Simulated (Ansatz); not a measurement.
```xyz
2

S     0.0000    0.0000   -0.8312
S     0.0000    0.0000    0.8312
```

Basis set: 6-31G (spherical functions). Correlated methods keep 10 orbitals frozen. Charge 0, multiplicity 3.

Computed with Ansatz (development build ahead of 0.2.0); the reference of a correlated method needn't be the lowest determinant of its kind.

(1) Give the atomization energy at this shape (free ground-state atoms in the same class of orbitals less the molecule, no zero-point energy) of triplet S2 by UHF-CCSD(T), UHF-BCCD(T).

Answers

(1)

```
     method  atomization energy
UHF-CCSD(T)     -32.64 kcal/mol
UHF-BCCD(T)     -32.65 kcal/mol
```

Caution: the molecule lies well above its atoms at this level; the reference determinant was not shown to be the lowest; the shape is not the minimum.

This basis has no polarisation functions and is too small for such energies, which can lie far from measured ones in either direction.
